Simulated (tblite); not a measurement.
Compound: CH₆O₂SSi.
Numbering: `[CH3:1][Si:2]([OH:3])([OH:4])[SH:5]` (hydrogens: H6, H7, H8 on C1; H9 on O3; H10 on O4; H11 on S5)

Computed with GFN2-xTB (tblite), gas phase: L-BFGS steps from a force-field or distance-geometry start until the largest atomic force falls under 0.01 eV/Å.

Step 19: E = -501.1986 eV
```
atom  x, y, z in Å  |  force x, y, z in eV/Å
C1     -1.0394   -0.7867   -0.6532    0.028   0.034   0.019
Si2     0.2057    0.3041    0.2563    0.116   0.009   0.056
O3      0.1980   -0.1331    1.8130   -0.054   0.010   0.040
O4     -0.1452    1.8904    0.2210   -0.020   0.026  -0.035
S5      2.2049    0.0874   -0.5574   -0.041   0.014  -0.059
H6     -1.3548   -0.3141   -1.5813   -0.050  -0.104   0.079
H7     -0.6400   -1.7672   -0.8954   -0.054   0.054   0.027
H8     -1.9037   -0.9196   -0.0083   -0.017  -0.046  -0.167
H9      0.4097    0.5099    2.4862    0.030  -0.026   0.017
H10    -0.1444    2.3638   -0.6058    0.025   0.044   0.012
H11     2.2146   -1.2322   -0.5010    0.037  -0.016   0.012
```

Step 20: E = -501.2009 eV
```
atom  x, y, z in Å  |  force x, y, z in eV/Å
C1     -1.0380   -0.7864   -0.6530   -0.006   0.024   0.003
Si2     0.2026    0.3079    0.2529    0.183   0.038   0.082
O3      0.1947   -0.1339    1.8095   -0.045   0.031   0.010
O4     -0.1498    1.8940    0.2212   -0.008   0.010  -0.004
S5      2.2052    0.0847   -0.5653   -0.113   0.031  -0.024
H6     -1.3595   -0.3253   -1.5830   -0.030  -0.063   0.033
H7     -0.6329   -1.7644   -0.8879   -0.034  -0.009   0.007
H8     -1.9034   -0.9221   -0.0127   -0.045  -0.050  -0.108
H9      0.4144    0.5046    2.4847    0.028  -0.033   0.007
H10    -0.1371    2.3774   -0.5990    0.025   0.043  -0.015
H11     2.2092   -1.2339   -0.4933    0.045  -0.022   0.008
```

Step 21: E = -501.2030 eV
```
atom  x, y, z in Å  |  force x, y, z in eV/Å
C1     -1.0364   -0.7855   -0.6524   -0.021   0.004  -0.002
Si2     0.2023    0.3124    0.2509    0.157   0.040   0.074
O3      0.1909   -0.1342    1.8066   -0.033   0.037  -0.011
O4     -0.1546    1.8974    0.2214    0.011   0.021  -0.006
S5      2.2032    0.0823   -0.5733   -0.132   0.032  -0.006
H6     -1.3644   -0.3367   -1.5843   -0.003  -0.012  -0.017
H7     -0.6264   -1.7616   -0.8804   -0.013  -0.057  -0.009
H8     -1.9042   -0.9254   -0.0188   -0.065  -0.046  -0.037
H9      0.4193    0.4991    2.4835    0.028  -0.028   0.014
H10    -0.1297    2.3908   -0.5929    0.025   0.019  -0.006
H11     2.2056   -1.2360   -0.4862    0.046  -0.010   0.006
```

Step 22: E = -501.2044 eV
```
atom  x, y, z in Å  |  force x, y, z in eV/Å
C1     -1.0356   -0.7841   -0.6516   -0.020  -0.018   0.001
Si2     0.2042    0.3159    0.2512    0.052   0.034   0.034
O3      0.1874   -0.1338    1.8055   -0.019   0.036  -0.007
O4     -0.1583    1.9002    0.2210    0.033   0.000   0.016
S5      2.1993    0.0804   -0.5789   -0.097   0.025  -0.007
H6     -1.3680   -0.3440   -1.5853    0.024   0.022  -0.042
H7     -0.6221   -1.7597   -0.8754   -0.005  -0.067  -0.014
H8     -1.9067   -0.9284   -0.0242   -0.058  -0.034   0.010
H9      0.4232    0.4952    2.4837    0.028  -0.024   0.024
H10    -0.1245    2.3989   -0.5894    0.025   0.016  -0.020
H11     2.2065   -1.2379   -0.4825    0.037   0.009   0.007
```

Question: Estimate the geometry and energy of step 23. (The exact step hangs on the optimiser's Hessian estimate; all steps are aligned on step 22, rigid shifts and turns removed.)

Answer: E = -501.2051 eV, largest force 0.056 eV/Å
```
atom  x, y, z in Å  |  force x, y, z in eV/Å
C1     -1.0356   -0.7837   -0.6511   -0.014  -0.029   0.002
Si2     0.2059    0.3178    0.2520   -0.041   0.005   0.002
O3      0.1855   -0.1328    1.8054   -0.013   0.025   0.002
O4     -0.1595    1.9013    0.2209    0.042   0.021  -0.003
S5      2.1956    0.0800   -0.5815   -0.049   0.014  -0.020
H6     -1.3690   -0.3465   -1.5863    0.040   0.025  -0.031
H7     -0.6204   -1.7597   -0.8735   -0.012  -0.047  -0.011
H8     -1.9090   -0.9303   -0.0267   -0.035  -0.023   0.016
H9      0.4254    0.4931    2.4846    0.030  -0.015   0.034
H10    -0.1218    2.4023   -0.5885    0.023  -0.001   0.000
H11     2.2085   -1.2388   -0.4813    0.028   0.025   0.008
```

The energy changes by -0.0007 eV. The first-order estimate −F·Δx gives -0.0010 eV and the mean of the old and new forces, exact on a quadratic surface, -0.0007 eV. The step makes an angle of 59° with the force vector and moves no atom by more than 0.005 Å.

The cost below is that of the whole relaxation. On Arm Neoverse N1, one thread, on a shared host, this took 0.84 s wall.
